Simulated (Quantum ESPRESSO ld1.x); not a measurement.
Species: Ta XLVIII. Configuration: [Ar] 3d8. All-electron calculation, scalar-relativistic Kohn-Sham, LDA (Slater exchange, Perdew-Zunger correlation), spin-polarised, spherical densities, point nucleus; open shells are filled with parallel spins first. Program: ld1.x of Quantum ESPRESSO 7.5.

Unscreened Slater integrals over Kohn-Sham orbitals (eV). They are taken over the spin-up orbitals. Empty in this configuration: 4p, 4s.

| integral | value |
|---|---|
| F0(4p,4p) | 61.764 |
| F2(4p,4p) | 31.927 |
| F0(4p,4s) | 62.268 |
| G1(4p,4s) | 41.829 |
| F0(4p,3d) | 78.001 |
| F2(4p,3d) | 23.190 |
| G1(4p,3d) | 7.5292 |
| G3(4p,3d) | 7.6777 |
| F0(4p,3p) | 76.496 |
| F2(4p,3p) | 24.819 |
| G0(4p,3p) | 6.7755 |
| G2(4p,3p) | 8.1728 |
| F0(4s,4s) | 62.829 |
| F0(4s,3d) | 78.703 |
| G2(4s,3d) | 7.6253 |
| F0(4s,3p) | 77.188 |
| G1(4s,3p) | 8.0675 |
| F0(3d,3d) | 139.33 |
| F2(3d,3d) | 71.577 |
| F4(3d,3d) | 46.190 |
| F0(3d,3p) | 129.67 |
| F2(3d,3p) | 62.370 |
| G1(3d,3p) | 67.307 |
| G3(3d,3p) | 44.785 |
| F0(3p,3p) | 124.04 |
| F2(3p,3p) | 62.173 |

Derived for the open shells (J is the average intra-shell exchange parameter used in DFT+U). 3d: Racah B = F2/49 - 5 F4/441 = 0.9370 eV, C = 35 F4/441 = 3.666 eV, C/B = 3.91, F4/F2 = 0.645, J = (F2 + F4)/14 = 8.412 eV.
